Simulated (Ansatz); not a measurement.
`F[B@H-]1[SH+][B@@H-](F)[SH+]1` → 2 B• + 2 F• + 4 H• + 2 S•  (atomization)

Gas-phase electronic energies from Ansatz, PBE0-D4/def2-TZVP geometries. CCSD(T)/CBS adds triple-zeta CCSD(T) − MP2 to the extrapolated MP2 energy (def2 sets, frozen cores). This one scheme is used for every species, atoms too. DFT in def2-TZVPP. B3LYP here is the variant with VWN-RPA as its local correlation; programs differ in this. HSE06 is defined as in plane-wave codes. No spin–orbit coupling; open shells (•) take unrestricted orbitals. Spin–orbit coupling would lower the free atoms: a little for B, F, S.

| level | ΔE (kJ/mol) | difference from CCSD(T)/CBS |
| --- | --- | --- |
| PBE-D4 | 3739.0 | 118.5 |
| revPBE-D4 | 3641.1 | 20.6 |
| BLYP-D4 | 3628.5 | 8.0 |
| r2SCAN-D4 | 3682.8 | 62.3 |
| B97M-V | 3665.7 | 45.2 |
| PBE0-D4 | 3658.2 | 37.7 |
| B3LYP-D4 | 3622.5 | 2.0 |
| r2SCANh-D4 | 3652.7 | 32.2 |
| r2SCAN0-D4 | 3610.2 | -10.3 |
| HSE06-D4 | 3660.9 | 40.4 |
| BHLYP-D4 | 3506.1 | -114.4 |
| CAM-B3LYP-D4 | 3639.5 | 19.0 |
| ωB97X-V | 3647.6 | 27.1 |
| B2PLYP | 3584.5 | -36.0 |
| PBE-QIDH | 3626.2 | 5.7 |
| PBE | 3711.0 | 90.5 |
| revPBE | 3557.6 | -62.9 |
| BLYP | 3566.3 | -54.2 |
| r2SCAN | 3676.3 | 55.8 |
| PBE0 | 3634.7 | 14.2 |
| B3LYP | 3576.8 | -43.7 |
| r2SCANh | 3645.8 | 25.3 |
| r2SCAN0 | 3602.4 | -18.1 |
| HSE06 | 3638.9 | 18.4 |
| BHLYP | 3470.7 | -149.8 |
| CAM-B3LYP | 3615.6 | -4.9 |
| LC-ωPBE | 3622.8 | 2.3 |
| HF/def2-SVP | 2696.4 | -924.1 |
| CCSD/def2-SVP | 3393.2 | -227.3 |
| CCSD(T)/def2-SVP | 3437.9 | -182.6 |
| HF/def2-TZVPP | 2666.7 | -953.8 |
| MP2/def2-TZVPP | 3637.0 | 16.5 |
| SCS-MP2/def2-TZVPP | 3575.2 | -45.3 |
| CCSD(T)/def2-TZVPP | 3527.2 | -93.3 |
| HF/def2-QZVPP | 2669.1 | -951.4 |
| MP2/def2-QZVPP | 3691.4 | 70.9 |
| SCS-MP2/def2-QZVPP | 3633.6 | 13.1 |
| HF/CBS(def2) | 2669.6 | -950.9 |
| MP2/CBS(def2) | 3730.4 | 109.9 |
| CCSD/CBS(def2) | 3552.9 | -67.6 |
| CCSD(T)/CBS | 3620.5 | 0 |

Largest T1 diagnostic among the species: 0.014.

From BLYP to BHLYP (50 % exact exchange), in def2-TZVPP and without D4, ΔE moves by −95.6 kJ/mol: exact exchange takes away binding that semilocal exchange gives to molecules. The D4 term adds +45.7 kJ/mol with B3LYP and +23.6 kJ/mol with PBE0; it sums over pairs of atoms, weighted by their polarisabilities, and B3LYP, whose exchange is more repulsive, gets the larger term.

For atomizations the MP2-based limit and the directly extrapolated one differ by several kJ/mol either way, and by 10 to 25 for some Ge, Se and Sn compounds, so smaller differences from it don't rank the levels.
